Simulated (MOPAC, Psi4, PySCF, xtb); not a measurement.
Intermolecular potential of H2 ··· Na+ (SMILES [H][H] and [Na+]) (charge +1), singlet. Monomers: optimised at B3LYP-D3(BJ) (def2-TZVP), held rigid. Orientation: lowest of the rigid-body minima from ten starts at GFN2-xTB. The monomers approach along the line of their centres of mass (distance R); nothing else relaxes.

Computed with: PM3, restricted, heats of formation (MOPAC); RHF/6-31G* = restricted Hartree-Fock/6-31G*, spherical d, no counterpoise correction in PySCF 2.14.0; GFN1-xTB (xtb); CCSD(T)/aug-cc-pVDZ = DF-CCSD(T)/aug-cc-pVDZ, all electrons correlated, counterpoise-corrected (Psi4).

Interaction energies in kcal/mol; the last columns give the difference from CCSD(T):

```csv
R / Å,PM3,RHF/6-31G*,GFN1-xTB,CCSD(T)/aug-cc-pVDZ,PM3 − CCSD(T)/aug-cc-pVDZ,RHF/6-31G* − CCSD(T)/aug-cc-pVDZ,GFN1-xTB − CCSD(T)/aug-cc-pVDZ
2.76,-15.00,-0.79,-9.54,-0.45,-14.55,-0.34,-9.08
2.93,-13.89,-0.84,-8.90,-0.53,-13.35,-0.31,-8.36
3.13,-11.90,-0.76,-8.23,-0.47,-11.43,-0.29,-7.76
3.48,-8.14,-0.53,-7.04,-0.28,-7.86,-0.25,-6.75
3.75,-5.68,-0.39,-6.05,-0.16,-5.51,-0.22,-5.88
4.29,-2.46,-0.19,-4.09,-0.03,-2.43,-0.17,-4.06
4.95,-0.79,-0.08,-2.18,0.03,-0.82,-0.11,-2.21
5.99,-0.14,-0.01,-0.63,0.05,-0.19,-0.06,-0.68
7.27,-0.04,0.01,-0.12,0.04,-0.08,-0.03,-0.16
```

PM3 is furthest from CCSD(T)/aug-cc-pVDZ at 2.76 (-14.55 kcal/mol, below); its mean absolute difference over the points is 6.25 kcal/mol.

RHF/6-31G* is furthest from CCSD(T)/aug-cc-pVDZ at 2.76 (-0.34 kcal/mol, below); its mean absolute difference over the points is 0.20 kcal/mol.

GFN1-xTB is furthest from CCSD(T)/aug-cc-pVDZ at 2.76 (-9.08 kcal/mol, below); its mean absolute difference over the points is 4.99 kcal/mol.
